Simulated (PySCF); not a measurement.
# How methods differ on the excitation energy of Ga

Ga [Ar] 3d10 4s2 4p1 (2P) → Ga [Ar] 3d10 4s1 4p1 4d1 (high-spin determinant), as a difference of total energies. All numbers are calculated (PySCF 2.14, scalar relativity through the core potential, in aug-cc-pwCVTZ-PP with ECP10MDF). Correlated levels: valence: 3s2 3p6 3d10 frozen; valence and next inner shell: nothing frozen outside the core potential. The calculations carry no spin-orbit coupling.

| method | excitation energy (eV) |
| --- | --- |
| UHF | 8.800 |
| LDA | 10.605 |
| PBE | 10.180 |
| PBE0 | 10.002 |
| r2SCAN | 10.153 |
| r2SCANh | 10.107 |
| B97-3 | 10.262 |
| wB97X | 10.890 |
| MP2 (valence) | 9.591 |
| SCS-MP2 (valence) | 9.834 |
| MP2 (valence and next inner shell) | 10.310 |
| SCS-MP2 (valence and next inner shell) | 10.425 |

Q: How much does correlation contribute at MP2 (valence and next inner shell)?

A: 10.310 − (8.800) = 1.510 eV, measured against UHF.

The upper state lies above the first ionisation limit, but in LS coupling its spin forbids autoionisation to the ground ion.

The promoted electron is Rydberg-like, and one or two diffuse shells describe it only roughly, which tends to raise the upper state.

The determinant of the upper state mixes LS terms, which raises its energy above the lowest term, most at the Hartree-Fock and MP2 levels.
